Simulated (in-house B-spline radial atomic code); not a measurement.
Successive ionisation energies of barium; each step leads to the configuration of the next row (after the last: bare). NIST's values go from ground level to ground level; the uncertainty of those that are theory runs from under 0.1 % in few-electron ions to several per cent in heavy many-electron ones. Computed with an all-electron radial atomic-structure program (B-spline basis): non-relativistic Hartree-Fock, average of the configuration, point nuclei.

This level leaves out relativity, spin-orbit splitting included, which matters for heavy ions.

```json
{"ion": "Ba49+", "configuration": "[He] 2s2 2p3", "ionisation energy (eV)": "9025.2", "tabulated value (eV)": "9077", "computed minus tabulated (eV)": "-52", "highest orbital": "2p", "largest mean radius (bohr)": "0.11196"}
{"ion": "Ba50+", "configuration": "[He] 2s2 2p2", "ionisation energy (eV)": "9275.3", "tabulated value (eV)": "9739", "computed minus tabulated (eV)": "-464", "highest orbital": "2p", "largest mean radius (bohr)": "0.11134"}
{"ion": "Ba51+", "configuration": "[He] 2s2 2p1", "ionisation energy (eV)": "?", "tabulated value (eV)": "?", "computed minus tabulated (eV)": "?", "highest orbital": "?", "largest mean radius (bohr)": "?"}
{"ion": "Ba52+", "configuration": "[He] 2s2", "ionisation energy (eV)": "?", "tabulated value (eV)": "?", "computed minus tabulated (eV)": "?", "highest orbital": "?", "largest mean radius (bohr)": "?"}
{"ion": "Ba53+", "configuration": "[He] 2s1", "ionisation energy (eV)": "10067.3", "tabulated value (eV)": "10616.42", "computed minus tabulated (eV)": "-549", "highest orbital": "2s", "largest mean radius (bohr)": "0.10958"}
{"ion": "Ba54+", "configuration": "1s2", "ionisation energy (eV)": "41718.1", "tabulated value (eV)": "43485.37", "computed minus tabulated (eV)": "-1767", "highest orbital": "1s", "largest mean radius (bohr)": "0.026966"}
{"ion": "Ba55+", "configuration": "1s1", "ionisation energy (eV)": "42667.5", "tabulated value (eV)": "44561.63", "computed minus tabulated (eV)": "-1894", "highest orbital": "1s", "largest mean radius (bohr)": "0.026786"}
```

Fill in the row of Ba51+.

ionisation energy (eV): 9528.2; tabulated value (eV): 10023; computed minus tabulated (eV): -495; highest orbital: 2p; largest mean radius (bohr): 0.11074.

Fill in the row of Ba52+.

ionisation energy (eV): 9843.8; tabulated value (eV): 10376; computed minus tabulated (eV): -532; highest orbital: 2s; largest mean radius (bohr): 0.11013.

Where is the largest jump?

From Ba53+ to Ba54+, by a factor of 4.14 (10067 to 41718 eV); the highest orbital goes from 2s to 1s.
